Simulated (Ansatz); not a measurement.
CH2O2Se can be A, `O=C(O)[SeH]`, or B, `OC(O)=[Se]`.

Gas-phase electronic energies from Ansatz, PBE0-D4/def2-TZVP geometries. CCSD(T)/CBS adds triple-zeta CCSD(T) − MP2 to the extrapolated MP2 energy (def2 sets, frozen cores). Functionals use def2-TZVPP. For Se outer-core shells are correlated without core-valence functions, which leaves a few kJ/mol of doubt a bond. Scalar relativity is left out up to krypton. Each species was taken in one conformer, which may not be the lowest.

A:

Z-matrix (Å, degrees):
```
C
O 1 1.339
Se 1 1.921 2 108.4
O 1 1.192 2 125.1 3 180.0
H 2 0.969 1 106.8 3 -180.0
H 3 1.466 1 91.4 2 -180.0
```

B:

```xyz
6

O    -0.6676   -0.7010   -0.8799
C    -0.0036    0.0030    0.0088
O     1.2056    0.2489   -0.4426
Se   -0.6486    0.5451    1.5945
H    -1.5479   -0.8620   -0.5150
H     1.6621    0.7660    0.2343
```

(1) Which isomer does CCSD(T)/CBS put lower? Give the gap. (Estimate.)

(2) Give E(B) − E(A) in kJ/mol with BLYP-D4, B2PLYP, CCSD(T)/def2-TZVPP, CCSD/def2-TZVPP, CCSD(T)/def2-SVP, LDA (SPW92), ωB97M-V. (Best estimate.)

(3) Does the order hold for the free energy at 298.15 K (harmonic terms from PBE0-D4)? (Best estimate.)

Largest T1 diagnostic: 0.016.

Results:

(1) The calculation gave: A, by 19.3 kJ/mol.

(2) Computed: BLYP-D4 31.5, B2PLYP 25.1, CCSD(T)/def2-TZVPP 26.1, CCSD/def2-TZVPP 26.9, CCSD(T)/def2-SVP 34.2, LDA (SPW92) 13.6, ωB97M-V 21.7. None reverses the order clearly.

(3) Ansatz gave: Yes: G(B) − G(A) = +34.0 kJ/mol, for one conformer each.

Leaving LDA and LC-ωPBE aside and taking each functional with its dispersion term where it has one, the values, not all of them listed here, spread over 12.6 kJ/mol, from r2SCAN0-D4 to BLYP-D4. LDA lies −11.5 kJ/mol from PBE without D4. From r2SCAN to r2SCAN0 (25 % exact exchange), in def2-TZVPP and without D4, E(B) − E(A) moves by −4.1 kJ/mol.
